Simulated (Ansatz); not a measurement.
```yaml
crystal:
  periodic: [false, false, false]
  atoms:
    - {symbol: C, position_ang: [-0.415396, 0.916989, 0.500217]}
    - {symbol: Mo, position_ang: [0.292568, -0.863177, -0.365395]}
    - {symbol: O, position_ang: [-0.953829, -1.341402, -1.369023]}
    - {symbol: F, position_ang: [0.762341, -2.051441, 0.920602]}
    - {symbol: S, position_ang: [1.975847, -0.208915, -1.608639]}
    - {symbol: H, position_ang: [-0.760034, 1.611217, -0.298832]}
    - {symbol: H, position_ang: [-1.253893, 0.566056, 1.079535]}
    - {symbol: H, position_ang: [0.419705, 1.319889, 1.097399]}
basis:
  gaussian: {orbitals: def2-TZVPP, point_charges: [{charge: 0.50, position_ang: [6.187, 0.532, -0.357]}]}
hamiltonian: {xc: {name: HSE06}, dispersion: d3bjatm, pseudopotentials: {relativity: none}}
```

```sh
$ ansatz run in.yaml --threads 4 --pin off --events-out ev --progress --plain --max-ram 10444MiB
```

It prints (some lines left out):

```
Functional definition: HSE06
1348 factors; their error is unknown
102 factors; integrals over basis functions are off by at most 9.6e-7 eV
mean field evaluation 1: about -18523.0588 eV, gradient 8.8e1 eV
mean field evaluation 2: about -18350.5651 eV, gradient 3.0e2 eV
mean field evaluation 4: about -18534.9630 eV, gradient 3.6e1 eV
mean field evaluation 8: about -18537.2248 eV, gradient 1.3e0 eV
mean field evaluation 16: about -18537.3217 eV, gradient 6.8e-4 eV
mean field -18537.32168532 eV, -681.2340068876 hartree, gradient 2.6e-5 eV, S^2 0.000000; 0 other end points of the search recorded, 0 dependent functions left out
reference -18537.32174206 eV, -681.2340089727 hartree; 28, 28 occupied and 205, 205 virtual orbitals, 1348 factors
Total energy: -18537.49118834 eV, -681.2402360086 hartree
```

Hardware: 4 threads of an Arm Neoverse V2 on a shared host. Wall time 2.6 s, peak host memory 0.5 GiB.
